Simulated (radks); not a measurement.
Q: Coherent X-ray form factor from a spherical all-electron density. Calculated with a radial shooting solver on a logarithmic mesh with Libxc functionals: scalar-relativistic Kohn-Sham, PBEsol, spin-unpolarised, spherical densities, finite nucleus; Fermi nuclear charge, rms radius of each element as measured or else 0.836 A^(1/3) + 0.57 fm.

| sin(theta)/lambda (1/angstrom) | f0 (electrons) |
|---|---|
| 0.05 | 36.562 |
| 0.1 | 35.335 |
| 0.15 | 33.536 |
| 0.2 | 31.432 |
| 0.25 | 29.259 |
| 0.3 | 27.183 |
| 0.4 | 23.628 |
| 0.5 | 20.876 |
| 0.6 | 18.664 |
| 0.8 | 14.975 |
| 1 | 11.880 |
| 1.25 | 9.018 |
| 1.5 | 7.248 |
| 2 | 5.552 |

The species is in the configuration that NIST lists as its ground one. Which atom or ion scatters so?

A: The zirconium ion Zr3+, [Kr] 4d1. Extrapolating in s^2 from the first two rows gives f0(0) = 37.0, near the electron count 37; among species with that count, the fall with angle is slower the higher Z, and the table is that of Z = 40; from so few rows the species is fixed only to a neighbour or two.
